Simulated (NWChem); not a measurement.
System: BeNH3; SMILES [NH2][BeH]

The following NWChem deck was run.

```
start job
memory heap 200 mb stack 900 mb global 1100 mb
geometry units angstroms noautosym nocenter noautoz
  Be    -0.000907    -0.940849     0.000000
  H     -0.003787    -2.272433     0.000000
  N     -0.000206     0.561485     0.000000
  H     -0.000252     1.147939    -0.825982
  H     -0.000252     1.147939     0.825982
end
basis spherical
  * library pcsseg-1
end
dft
  xc kt2
  iterations 150
end
property
  shielding 4 1 2 3 4
end
task dft property
```

Geometry: optimised at B3LYP/6-31G* (spherical d).

GIAO values for the isolated, static molecule; σ is the absolute isotropic shielding, δ = σ(reference) − σ with the isolated reference molecule computed at the same levels (1H: tetramethylsilane, 15N: ammonia).

Atoms are numbered as in the input.

Task: Predict the main results of this run. (KT2/pcSseg-1, GIAO.) Quantities: σ Be1 (ppm); δ H2 (ppm); δ N3 (ppm); δ H4 (ppm).

Result: 
```yaml
"σ Be1 (ppm)": 92.0
"δ H2 (ppm)": 3.51
"δ N3 (ppm)": 36.7
"δ H4 (ppm)": 1.30
```
